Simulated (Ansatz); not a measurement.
A nudged elastic band was laid between two geometries of ClGeH₃O (6 atoms, charge 0, multiplicity 1).

The calculation used RKS PBE0/def2-SVP (Ansatz 0.2.0).

```
movable images  : 7
climbing image  : yes
spring          : 5.0 eV/Å²
optimiser       : quadratic models (default)
start path      : through a guess of the saddle point
force threshold : 0.05 eV/Å
iteration limit : 10
end points      : relaxed
```

Initial state:

```xyz
6
Properties=species:S:1:pos:R:3
Ge 0.307 -0.023 0.093
Cl 0.717 0.010 2.219
H 1.633 -0.040 -0.666
H -0.601 1.184 -0.185
O -0.489 -1.544 -0.327
H -1.327 -1.677 0.130
```

Final state:

```xyz
6
Properties=species:S:1:pos:R:3
Ge -0.287 0.159 -0.844
Cl 1.576 0.270 1.479
H 2.554 -0.240 0.815
H -1.270 0.862 0.231
O -0.835 -1.526 -0.556
H -1.499 -1.615 0.138
```

Question: Which bonds break or form, and what moves?

Answer: Bonds broken: Ge1–Cl2, Ge1–H3. Bonds formed: Cl2–H3. ClGeH3O becomes ClH + GeH2O.

Question: What energy profile does the band end with?

Answer: It did not converge within its limit. The highest image is number 4 of 0 to 8, 222.5 kJ/mol above the first end and 49.7 kJ/mol above the last; the last end lies 172.8 kJ/mol above the first. The band didn't meet its force threshold, so its energies are provisional: the largest band force was still 0.13 eV/Å, and over the last iterations the top moved between 2.29 and 2.31 eV. The orbitals stay closed-shell, which can raise the energy where a bond breaks towards radicals; this wasn't checked here.

```csv
image,path coordinate (Å),energy (kJ/mol),Ge1–Cl2 (Å),Ge1–H3 (Å),Cl2–H3 (Å)
0,0.00,0.0,2.17,1.53,3.03
1,0.38,8.6,2.17,1.52,2.81
2,0.77,62.0,2.22,1.51,2.41
3,1.15,166.4,2.38,1.52,2.02
4,1.54,222.5,2.58,1.65,1.65
5,1.95,190.9,2.85,2.04,1.34
6,2.37,179.7,3.05,2.52,1.30
7,2.78,174.8,3.01,2.97,1.29
8,3.20,172.8,2.98,3.31,1.29
```

Run time: 3.3 min on 1 thread of Arm Neoverse V1, on a shared host, peak memory 0.16 GiB.
